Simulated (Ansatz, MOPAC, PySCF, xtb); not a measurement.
Lewis adduct: GaH3 (SMILES [GaH3]) (first 4 atoms) with PH3 (SMILES P); geometry from B3LYP-D3(BJ)/def2-TZVP, rigid monomers moved along the line of their centres of mass till Ga1···P5 is 3.60 Å.
(charge 0, multiplicity 1):
```xyz
8

Ga    -0.46140     0.48940     0.71029
H     -1.53945     1.49702     1.26562
H     -0.95067    -0.79868    -0.05585
H      1.00394     1.01248     0.45528
P      0.23099    -1.13399     3.84662
H      1.18349    -2.17105     3.89027
H      0.72066    -0.36769     4.92251
H     -0.81192    -1.79157     4.52815
```

Counterpoise-corrected where a basis set is named; no monomer relaxation.

The state reached by PM7 isn't checked; PM7 holds dispersion and hydrogen-bond terms.

Programs: Ansatz (a first-principles code) with Gaussian orbitals; MOPAC for PM7 (differences of heats of formation); PySCF for the dispersion terms; xtb for the GFN methods. 

Q: One of these levels gives -443.5 meV for the interaction energy. Which one is it?
A. PBE/def2-TZVPPD
B. GFN1-xTB
C. PM7
D. PBE-D4/def2-TZVPPD

A: B, GFN1-xTB. The others give -120.4 (PM7), -263.5 (PBE/def2-TZVPPD), -310.0 (PBE-D4/def2-TZVPPD)
